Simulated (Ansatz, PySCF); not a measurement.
Cd(SH)(SMe) (CH4CdS2), SMILES C[S][Cd][SH]. Atoms are numbered in the order given.

```xyz
8

Cd    -0.1416     0.1674     0.2117
S     -2.1980     0.5035     1.2932
H     -2.6427     1.3679     0.3531
S      1.9215    -0.1637    -0.8509
C      1.5852    -1.5924    -1.9412
H      1.3092    -2.4932    -1.3762
H      2.5245    -1.7980    -2.4738
H      0.8101    -1.3742    -2.6887
```
Charge 0, spin multiplicity 1.

Coordinates come from a PBE0-D3(BJ)/def2-SVP optimisation. The structure was generated by enumeration; whether it is a known compound was not checked. The def2 effective core potentials stand for the cores of Cd; spin–orbit coupling is left out. The values are those of a single conformer.

Two levels are set side by side: PBE-D3(BJ)/def2-SVP (Ansatz, an electronic-structure program) and PBE0-D3(BJ)/def2-SVP (Ansatz). Each level has its own optimised geometry; the coordinates shown are those of the second. Frequencies come from the Hessian of PySCF at each geometry. Differences are taken from unrounded values.

```csv
quantity,PBE0-D3(BJ),PBE-D3(BJ),PBE-D3(BJ) minus PBE0-D3(BJ)
mean bond length (Å),1.596,1.607,0.012
bond Cd1–S2 (Å),2.348,2.363,0.016
bond Cd1–S4 (Å),2.344,2.359,0.015
bond S4–C5 (Å),1.828,1.844,0.015
bond S2–H3 (Å),1.352,1.364,0.012
bond C5–H6 (Å),1.099,1.107,0.008
bond C5–H7 (Å),1.099,1.108,0.008
bond C5–H8 (Å),1.099,1.107,0.008
highest harmonic wavenumber (cm⁻¹),3179,3088,-91
mean harmonic wavenumber (cm⁻¹),1163,1125,-38
zero-point energy (kcal/mol),29.92,28.94,-0.99
```

GGA bonds tend to be longer and softer than those of functionals with exact exchange. Differences between two approximate levels are no errors against the true value.
